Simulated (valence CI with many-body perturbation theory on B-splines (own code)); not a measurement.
**From CI to CI+MBPT in Sc15+**

Computed by relativistic CI+MBPT: four valence electrons over a frozen Dirac-Fock core [He], radial functions for each j: 11 s, 11 p, 9 d, 7 f, 5 g, 2 h, 1 i, with the one-electron correlation potential Σ1, the two-electron term Σ2, the three-electron term Σ3, Breit, model QED; selected CI, second order for the rest (own B-spline code, finite nucleus).

No measured levels were compared; by estimate levels of excited configurations hold to 0.05 to 0.15 % of their energy, terms of the ground configuration to about 0.5 %.

Each rung adds one term. CI alone is the Dirac-Coulomb CI over the frozen core; QED comes last and gives the full result, which names the levels. Energies are above 2s²2p² ³P_0 on the same rung, in × 10³ cm⁻¹.

| Level | CI alone |
| --- | --- |
| 2s²2p² ³P_1 | 23.90 |
| 2s²2p² ³P_2 | 47.65 |
| 2s²2p² ¹D_2 | 125.98 |
| 2s²2p² ¹S_0 | 219.83 |
| 2s2p³ ⁵S°_2 | 307.71 |
| 2s2p³ ³D°_2 | 541.13 |
| 2s2p³ ³D°_1 | 541.95 |
| 2s2p³ ³D°_3 | 548.39 |
| 2s2p³ ³P°_0 | 632.56 |
| 2s2p³ ³P°_1 | 634.98 |
| 2s2p³ ³P°_2 | 639.68 |
| 2s2p³ ³S°_1 | 790.48 |
| 2s2p³ ¹D°_2 | 793.66 |
| 2s2p³ ¹P°_1 | 884.43 |
| 2p⁴ ³P_2 | 1197.5 |
| 2p⁴ ³P_1 | 1231.4 |

(1) What do these energies become with core correlation, Breit and QED?

(2) How does the ionisation energy move along the ladder, and which term matters most?

Answers

(1) 2s²2p² ³P_1 22.96 (-0.94); 2s²2p² ³P_2 45.03 (-2.62); 2s²2p² ¹D_2 123.48 (-2.50); 2s²2p² ¹S_0 218.80 (-1.02); 2s2p³ ⁵S°_2 303.43 (-4.28); 2s2p³ ³D°_2 536.71 (-4.42); 2s2p³ ³D°_1 537.82 (-4.13); 2s2p³ ³D°_3 542.12 (-6.27); 2s2p³ ³P°_0 628.82 (-3.74); 2s2p³ ³P°_1 630.49 (-4.48); 2s2p³ ³P°_2 634.64 (-5.04); 2s2p³ ³S°_1 782.74 (-7.74); 2s2p³ ¹D°_2 786.16 (-7.50); 2s2p³ ¹P°_1 877.50 (-6.93); 2p⁴ ³P_2 1188.2 (-9.39); 2p⁴ ³P_1 1221.6 (-9.80).

(2) CI alone 1009.7, + Σ1 1010.0, + Σ2 1010.0, + Σ3 1009.9, + Breit 1009.5, + QED 1009.5 eV. The largest step is Breit, -0.5 eV. NIST lists 1008.6 ± 0.4 eV (semi-empirical).
